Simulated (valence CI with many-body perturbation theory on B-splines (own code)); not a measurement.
Pm54+: calculated level list

Calculated by valence CI with perturbative core correlation (CI+MBPT): five valence electrons over a frozen Dirac-Fock core [He], a basis of 9 s, 9 p, 8 d, 6 f, 3 g, 1 h functions for each j, with the one-electron correlation potential Σ1, the two-electron term Σ2, the three-electron term Σ3, Breit, model QED; selected CI, second order for the rest (own B-spline code, finite nucleus).

No measured spectrum was set against this ion. As an estimate, large intervals hold to a few tenths of a per cent, small ones and those within an open d or f shell to about a per cent. Among the levels kept, up to 1200 cm⁻¹ of a level comes from second order outside the variational space, and about a tenth of that is noise between levels of different J, which matters for small intervals.

Levels 1 to 45 of 77, with energies above the lowest level, (2s^2 2p1/2^2 2p3/2) J=3/2. "Leading %" is the weight of the configuration and term that name the level; weights of strongly mixed levels are sums over their largest components and can fall short. In the jj column 3d3/2^4 stands for four electrons in 3d with j = 3/2. Lifetimes count E1, E2, E3, M1 and M2 decay at the calculated energies, and are blank where another channel may lead or the interval is too uncertain; long ones can be off by a factor of two.

```tsv
No.	Configuration	Term	J	E (Ry)	Leading %	Leading jj	g	Lifetime
1	2s2.2p3	2P°	3/2	0.00	48	2s^2 2p1/2^2 2p3/2 (100 %)	1.338	
2	2s2.2p3	4S°	3/2	41.64	55	2s^2 2p1/2 2p3/2^2 (100 %)	1.440	561 ps
3	2s2.2p3	2D°	5/2	43.23	100	2s^2 2p1/2 2p3/2^2 (100 %)	1.175	3.29 ns
4	2s2.2p3	2P°	1/2	46.03	100	2s^2 2p1/2 2p3/2^2 (100 %)	0.633	925 ps
5	2s.2p4	4P	5/2	60.67	72	2s 2p1/2^2 2p3/2^2 (100 %)	1.465	1.89 ps
6	2s.2p4	2S	1/2	66.65	63	2s 2p1/2^2 2p3/2^2 (99 %)	2.049	484 fs
7	2s.2p4	2P	3/2	66.76	48	2s 2p1/2^2 2p3/2^2 (99 %)	1.186	273 fs
8	2s2.2p3	2P°	3/2	87.77	52	2s^2 2p3/2^3 (99 %)	1.287	177 ps
9	2s.2p4	4P	3/2	103.94	83	2s 2p1/2 2p3/2^3 (100 %)	1.576	566 fs
10	2s.2p4	2D	5/2	106.59	72	2s 2p1/2 2p3/2^3 (100 %)	1.284	560 fs
11	2s.2p4	2P	1/2	109.96	63	2s 2p1/2 2p3/2^3 (98 %)	1.385	216 fs
12	2s.2p4	2D	3/2	110.72	52	2s 2p1/2 2p3/2^3 (100 %)	1.035	217 fs
13	2p5	2P°	3/2	131.74	99	2p1/2^2 2p3/2^3 (99 %)	1.310	188 fs
14	2s.2p4	2S	1/2	152.85	36	2s 2p3/2^4 (99 %)	1.824	252 fs
15	2p5	2P°	1/2	175.14	100	2p1/2 2p3/2^4 (100 %)	0.633	140 fs
16	2s2.2p2.3s	4P	1/2	434.92	47	2s^2 2p1/2^2 3s (100 %)	2.005	11.6 fs
17	2s2.2p2.3p	2P°	1/2	440.68	45	2s^2 2p1/2^2 3p1/2 (100 %)	0.653	1.04 ps
18	2s2.2p2.3p	2P°	3/2	454.02	33	2s^2 2p1/2^2 3p3/2 (99 %)	1.327	1.08 ps
19	2s2.2p2.3d	2D	3/2	459.39	41	2s^2 2p1/2^2 3d3/2 (100 %)	0.785	8.68 fs
20	2s2.2p2.3d	2D	5/2	463.51	34	2s^2 2p1/2^2 3d5/2 (100 %)	1.193	1.61 fs
21	2s2.2p2.3s	4P	3/2	477.21	88	2s^2 2p1/2 2p3/2 3s (100 %)	1.663	16.8 fs
22	2s2.2p2.3s	2P	1/2	477.82	67	2s^2 2p1/2 2p3/2 3s (100 %)	1.299	7.88 fs
23	2s2.2p2.3s	2D	5/2	478.55	63	2s^2 2p1/2 2p3/2 3s (100 %)	1.322	15.9 fs
24	2s2.2p2.3s	2D	3/2	478.94	63	2s^2 2p1/2 2p3/2 3s (100 %)	0.971	8.38 fs
25	2s2.2p2.3p	4P°	1/2	482.92	48	2s^2 2p1/2 2p3/2 3p1/2 (100 %)	1.727	1.48 ps
26	2s2.2p2.3p	4D°	3/2	483.36	56	2s^2 2p1/2 2p3/2 3p1/2 (100 %)	1.137	1.41 ps
27	2s2.2p2.3p	2F°	5/2	484.30	48	2s^2 2p1/2 2p3/2 3p1/2 (99 %)	1.063	1.05 ps
28	2s2.2p2.3p	2P°	3/2	486.49	42	2s^2 2p1/2 2p3/2 3p1/2 (99 %)	1.324	458 fs
29	2s.2p3.3s	4P°	5/2	493.29	38	2s 2p1/2^2 2p3/2 3s (82 %)	1.584	28.4 fs
30	2s.2p3.3s	2P°	3/2	495.11	29	2s 2p1/2^2 2p3/2 3s (86 %)	1.451	10.7 fs
31	2s2.2p2.3p	2P°	1/2	495.80	34	2s^2 2p1/2 2p3/2 3p3/2 (95 %)	1.576	201 fs
32	2s2.2p2.3p	4D°	5/2	496.16	47	2s^2 2p1/2 2p3/2 3p3/2 (84 %)	1.442	119 fs
33	2s2.2p2.3p	2D°	3/2	496.39	52	2s^2 2p1/2 2p3/2 3p3/2 (99 %)	1.158	700 fs
34	2s2.2p2.3p	2F°	7/2	496.91	63	2s^2 2p1/2 2p3/2 3p3/2 (100 %)	1.228	974 fs
35	2s2.2p2.3p	2P°	3/2	497.90	26	2s^2 2p1/2 2p3/2 3p3/2 (74 %)	1.397	56.8 fs
36	2s2.2p2.3p	2D°	5/2	498.59	62	2s^2 2p1/2 2p3/2 3p3/2 (98 %)	1.194	695 fs
37	2s2.2p2.3p	2P°	1/2	498.78	42	2s^2 2p1/2 2p3/2 3p3/2 (50 %)	0.712	16.8 fs
38	2s.2p3.3p	4P	3/2	499.99	28	2s 2p1/2^2 2p3/2 3p1/2 (97 %)	1.695	7.09 fs
39	2s.2p3.3p	2D	5/2	500.04	23	2s 2p1/2^2 2p3/2 3p1/2 (94 %)	1.358	3.03 fs
40	2s.2p3.3s	2P°	3/2	500.18	30	2s 2p1/2^2 2p3/2 3s (86 %)	1.382	22.8 fs
41	2s2.2p2.3p	2P°	1/2	500.58	46	2s^2 2p1/2 2p3/2 3p3/2 (54 %)	0.753	21.4 fs
42	2s2.2p2.3d	4F	3/2	501.81	43	2s^2 2p1/2 2p3/2 3d3/2 (98 %)	0.935	5.00 fs
43	2s2.2p2.3d	4F	5/2	501.97	52	2s^2 2p1/2 2p3/2 3d3/2 (98 %)	0.963	18.0 fs
44	2s2.2p2.3d	4D	1/2	502.13	79	2s^2 2p1/2 2p3/2 3d3/2 (100 %)	0.245	8.52 fs
45	2s2.2p2.3d	2G	7/2	503.03	50	2s^2 2p1/2 2p3/2 3d3/2 (97 %)	1.024	295 fs
```

The ionisation energy to 2s2.2p2 3P_0 of the next ion comes out as 10943 eV (NIST: 10942 ± 5 eV (theoretical)). All 77 levels together are meant to be complete up to 524.19 Ry.
